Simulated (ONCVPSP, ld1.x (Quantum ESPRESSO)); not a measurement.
Hardness and transferability of assorted potentials

Generated with ld1.x 7.5 (TM, RRKJ, ultrasoft, PAW), atompaw 4.2 or ONCVPSP 4.0.1. The cutoff is in Ry: for ld1.x and atompaw files where the sum of valence levels is converged to 10 mRy in a Bessel basis, for ONCV files where the hardest occupied wave has 1 mHa per electron of residual kinetic energy. The error is the largest all-electron minus pseudo excitation energy over each file’s own four to seven test configurations (ionisations up to +4, promotions, holes and added fractions of an electron), all of which were solved. The labels leave out finer settings (local radius, basis sizes, second energies), which also bear on the numbers. Spin-polarised tests are not counted. The rows are a selection from randomly drawn settings: files with unsolved tests, undetermined cutoffs or missed reference levels are left out.

A true bound ghost makes a file unfit for plane-wave use even where its test errors are small: the radial tests pick states by their node count and pass the ghost by.

```csv
element,potential,cutoff (Ry),largest error (meV),bound ghosts
Li,"ONCV, PBE, scalar-relativistic, rc 1.10/1.20 (sp), local smoothed, core correction no, reference 1s2 2s1, qcut 14.2/7.5, projectors 2/2",115,+457,none
N,"ONCV, PBEsol, scalar-relativistic, rc 0.85/1.55 (sp), local smoothed, core correction yes, reference 2s2 2p3, qcut 9.5/10.1, projectors 1/2",61,+471,none
Zn,"ONCV, PBE, scalar-relativistic, rc 1.10/0.80/0.95/0.95 (spdf), local smoothed, core correction yes, reference 3s2 3p6 3d10 4s2, qcut 12.8/16.9/16.2/13.5, projectors 2/2/2/2",210,+7.7,none
Mo,"TM, LDA (PZ), fully relativistic, rc 2.00/2.10/1.65 (spd), local s, core correction no, reference 4d3 5s0 5p0",40,-301,"p3/2, p1/2"
Ag,"ONCV, PBE, scalar-relativistic, rc 1.25/1.35/1.90 (spd), local smoothed, core correction yes, reference 4s2 4p6 4d10 5s1, qcut 9.3/10.2/7.5, projectors 3/3/2",69,+31,none
Sn,"ONCV, LDA (Perdew-Zunger), scalar-relativistic, rc 2.10/2.10 (sp), local smoothed, core correction yes, reference 5s1 5p3, qcut 3.3/3.4, projectors 1/1",12,+30,none
Gd,"ONCV, PBE, non-relativistic, rc 2.20/1.95/4.00/1.10 (spdf), local f, core correction yes, reference 4f7 5s2 5p6 5d2 6s1, qcut 5.6/6.5/5.7/16.8, projectors 2/2/1/0",227,-226,"s, p, d"
Hf,"RRKJ, PBE, fully relativistic, rc 3.10/4.20/2.65 (spd), local s, core correction no, reference 5d2 6s1 6p1",18,+359,none
Au,"ONCV, PW91, scalar-relativistic, rc 1.55/1.70/2.35/0.45 (spdf), local smoothed, core correction no, reference 4f14 5s2 5p6 5d10 6s1, qcut 7.4/9.7/7.9/24.6, projectors 2/2/2/2",2743,-255,"s, p, d"
```

(1) Fill in the row for I: TM, PBEsol, scalar-relativistic, rc 1.40/1.50/0.80 (spd), local smoothed, core correction no, reference 4d10 5s2 5p4.

Results:

(1) cutoff 230 Ry, largest error -159 meV, bound ghosts: s, p.
